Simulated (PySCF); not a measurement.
(1Z)-1-fluoro-2-methylbuta-1,3-diene (C5H7F), SMILES C=C/C(C)=C\F. Geometry optimised at PBE-D3(BJ)/def2-SVP. Other conformers were not sampled.

The numbers are results of PySCF 2.14.0 with PBE-D3(BJ)/def2-SVP, not measurements.

Harmonic wavenumbers (cm⁻¹): 158, 206, 207, 293, 300, 388, 458, 614, 705, 797, 804, 878, 957, 997, 1013, 1019, 1154, 1243, 1269, 1320, 1354, 1392, 1397, 1421, 1630, 1675, 2965, 3037, 3072, 3083, 3106, 3119, 3180. Rotational constants (GHz): 5.420, 2.616, 1.784; symmetry number 1.

**Question.** Work out the zero-point energy and the ideal-gas rigid-rotor harmonic-oscillator thermochemistry at 298.15 K and 1 atm.

**Answer.** ZPE = ½ Σ hcν = ½ × 45212 cm⁻¹ = 64.63 kcal/mol. H − E(el) = 69.44 kcal/mol. Entropy in cal/(mol K): translation 39.27, rotation 26.94, vibration 13.27, total 79.49. G − E(el) = 45.74 kcal/mol. Cp = 26.13 cal/(mol K).
